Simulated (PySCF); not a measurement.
Quadrupolar nuclei of `CCN(C)[SiH2]Cl` in NMR

C3H10ClNSi.
Atom-mapped SMILES: `[CH3:1][CH2:2][N:3]([CH3:4])[SiH2:5][Cl:6]` (hydrogens: H7, H8, H9 on C1; H10, H11 on C2; H12, H13, H14 on C4; H15, H16 on Si5)

Structure used (GFN2-xTB), in Å, numbered top down from 1:
```
atom  x, y, z in Å
C1     1.8362    0.2244   -0.4019
C2     0.8766    0.0201    0.7702
N3    -0.5024   -0.1646    0.3756
C4    -0.7797   -1.4580   -0.2052
Si5   -1.5712    1.1531    0.1329
Cl6   -1.5626    1.9304   -1.7431
H7     1.5151    1.0731   -1.0012
H8     2.8396    0.4157   -0.0300
H9     1.8676   -0.6575   -1.0371
H10    0.9229    0.8920    1.4259
H11    1.1883   -0.8569    1.3501
H12   -0.3412   -1.5700   -1.2021
H13   -0.3785   -2.2442    0.4395
H14   -1.8552   -1.5952   -0.2920
H15   -2.9166    0.6404    0.3637
H16   -1.1465    2.2062    1.0433
```

Computed at PBE0/pcSseg-1 (PySCF, non-relativistic):

```tsv
atom	environment	nucleus	spin I	Q (b)	CQ = χzz (MHz)	η
N3	silicon-bound nitrogen	14N	1	0.02044	-5.052	0.360
Cl6	silicon-bound chlorine	35Cl	3/2	-0.0817	-36.319	0.094
```

Question: PQ = |CQ|√(1 + η²/3), νQ = 3|CQ|/[2I(2I − 1)], ν0 = |g|·7.62259 MHz/T·B with g(14N) = 0.40376, g(35Cl) = 0.54792: values at 18.8 T?

Answer: 
```
atom  PQ (MHz)  νQ (MHz)  ν0 (MHz)  νQ/ν0
  N3     5.160     7.578     57.86  0.131
 Cl6     36.37     18.16     78.52  0.231
```

For N3: PQ = 5.052 × 1.0214, νQ = 5.052 × 1.5000, ν0 = 3.0777 MHz/T × 18.8 T.

Question: First-order 14N doublet splittings with the field along y and x of the gradient, (3/4)|CQ|(1 ± η)?

Answer: N3: 5.154 and 2.424 MHz.

Question: Take a correlation time of 5 ps, isotropic tumbling and extreme narrowing. What quadrupolar relaxation rates and linewidths follow?

Answer: 1/T1 = 1/T2 = (3π²/10)(2I + 3)/[I²(2I − 1)] × PQ² × τc; the width is 1/(πT2).

```json
{"site": "14N at N3", "spin factor (2I + 3)/[I²(2I − 1)]": "5.000", "1/T1 (s⁻¹)": "1970", "T1 (ms)": "0.507", "linewidth (Hz)": "627"}
{"site": "35Cl at Cl6", "spin factor (2I + 3)/[I²(2I − 1)]": "1.333", "1/T1 (s⁻¹)": "26100", "T1 (ms)": "0.0383", "linewidth (Hz)": "8310"}
```

Solvent, lattice and vibrations would change these gradients. Isolated species at its GFN2-xTB geometry (one conformer only). GFN2-xTB bond lengths can be off by several hundredths of an ångström, more for odd bonds, and the gradients follow them. The small basis limits the accuracy of the gradients.
